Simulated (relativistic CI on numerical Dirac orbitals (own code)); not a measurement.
# Tm61+: sensitivity of the levels to the model

Base calculation: Dirac-Coulomb-Breit CI, separate exchange-only KLI orbitals for each configuration, a model potential for QED, unscaled Slater integrals.

Configurations in the expansion (outside the closed core 1s2): 2s2.2p4, 2s.2p5, 2p6, 2p5.3s, 2p5.3p, 2s2.2p3.3s, 2p5.3d, 2s2.2p3.3p, 2s2.2p3.3d, 2s.2p4.3s, 2s.2p4.3p, 2s.2p4.3d, 2s2.2p3.4s, 2s2.2p3.4p, 2s2.2p3.4d, 2s2.2p3.4f. Levels of other configurations are missing.

The lowest level and the first level of each name with at least 55 % of one term (blank where a level has no safe partner in the second run):

```tsv
Level	Base (eV)	Shift (eV)
2s2.2p4 3P_2	0.00	0.00
2s2.2p4 1S_0	54.97	+0.03
2s2.2p4 3P_1	1014.58	-1.20
2s2.2p4 1D_2	1033.35	-1.20
2s.2p5 3P°_2	1382.01	+13.03
2s.2p5 1P°_1	1458.80	+13.06
2s2.2p4 3P_0	2069.63	-2.26
2s.2p5 3P°_0	2407.46	+11.84
2s.2p5 3P°_1	2444.47	+11.86
2p6 1S_0	2878.62	+25.92
2s2.2p3.3p 3P_0	7934.32	+1.39
2s2.2p3.3d 3P°_0	8007.91	+2.07
2s2.2p3.3s 3S°_1	8493.09	-3.46
2s2.2p3.3s 3D°_3	8506.24	-3.47
2s2.2p3.3s 1D°_2	8514.24	-3.46
2s2.2p3.3s 3P°_0	8553.23	-3.43
2s2.2p3.3s 3P°_1	8556.61	-3.44
2s2.2p3.3p 3D_1	8658.99	+0.57
2s.2p4.3s 5P_3	8792.24	+10.39
2s.2p4.3s 3P_2	8821.04	+10.32
2s.2p4.3s 3S_1	8891.50	+9.73
2s2.2p3.3p 3F_4	8904.48	+0.20
```

At this charge energies of transitions that change n are usually good to better than 1 %, and those within a shell (Δn = 0) to a few per cent.

(1) One thing was changed in a second run, which moved the levels as shown. Which?
A. QED terms removed
B. configuration mixing switched off
C. Breit term removed

Results:

(1) A. QED terms removed. QED shifts follow the density of s (and p1/2) electrons at the nucleus, so configurations move by their count of such electrons; where none moves, the smaller shifts of p3/2 electrons and of j = l + 1/2 against j = l − 1/2 set the pattern.

LS names give the leading component of a level, which can be under half, so a name can repeat, a term be missing and a line seem to break the LS rules.
